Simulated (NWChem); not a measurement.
System: SeF4; SMILES F[Se](F)(F)F

Here is an NWChem input.

```
start job
memory heap 200 mb stack 900 mb global 1100 mb
geometry units angstroms noautoz
  Se    -0.000000     0.000000     0.324874
  F      0.610979     1.661566     0.159099
  F      1.230656    -0.452528    -0.773883
  F     -0.610979    -1.661566     0.159099
  F     -1.230656     0.452528    -0.773883
end
basis spherical
  * library def2-svp
end
dft
  xc xpbe96 cpbe96
  iterations 150
  vectors input atomic output neutral.movecs
end
task dft energy
charge 1
dft
  odft
  mult 2
  vectors input atomic output cation.movecs
end
task dft energy
```

All runs use the structure optimised with PBE0/def2-SVP.

Ions are spin-unrestricted doublets at the neutral geometry; other ion states weren't tried.

Task: Give the results of this calculation. (PBE/def2-SVP, vertical spin-unrestricted ions.) Quantities: vertical ionisation energy, ΔSCF (eV); −ε(HOMO) (eV).

Result: 
- vertical ionisation energy, ΔSCF (eV): 12.22
- −ε(HOMO) (eV): 8.25
